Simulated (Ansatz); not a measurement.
Reaction (ligand exchange at the Si–C bond): `O[Si@H](F)C[Si@H](O)F` + `[NH2][GeH2][OH]` → `[OH][GeH2][NH][SiH](O)F` + `C[SiH](O)F`

Calculated with Ansatz (gas phase, PBE0-D4/def2-TZVP geometries, no zero-point term in ΔE). CCSD(T)/CBS adds triple-zeta CCSD(T) − MP2 to the extrapolated MP2 energy (def2 sets, frozen cores). Functionals use def2-TZVPP. B3LYP here is the variant with VWN-RPA as its local correlation; programs differ in this. For Ge outer-core shells are correlated without core-valence functions, which leaves a few kJ/mol of doubt a bond. Scalar relativity is left out up to krypton. Each species was taken in one conformer, which may not be the lowest.

(1) Is it downhill or uphill in electronic energy at CCSD(T)/CBS, and by how much? (An estimate is asked.)

(2) What do these levels give: PBE-D4, PBE0-D4, B3LYP-D4, ωB97M-V, B2PLYP, PBE, r2SCAN, PBE0, MP2/def2-TZVPP, CCSD(T)/def2-TZVPP, HF/def2-QZVPP, MP2/CBS(def2)? (An estimate is asked.)

Largest T1 diagnostic among the species: 0.012.

Results:

(1) Computed: Downhill: ΔE = -73.5 kJ/mol.

(2) Ansatz gave: PBE-D4 -65.5, PBE0-D4 -68.1, B3LYP-D4 -74.3, ωB97M-V -71.9, B2PLYP -75.7, PBE -65.7, r2SCAN -71.9, PBE0 -68.4, MP2/def2-TZVPP -75.5, CCSD(T)/def2-TZVPP -74.8, HF/def2-QZVPP -82.0, MP2/CBS(def2) -74.2 kJ/mol.

In def2-TZVPP, CCSD(T) changes the Hartree–Fock value by +6.7 kJ/mol (the triples alone add +0.7 kJ/mol) and MP2 by +6.0 kJ/mol.
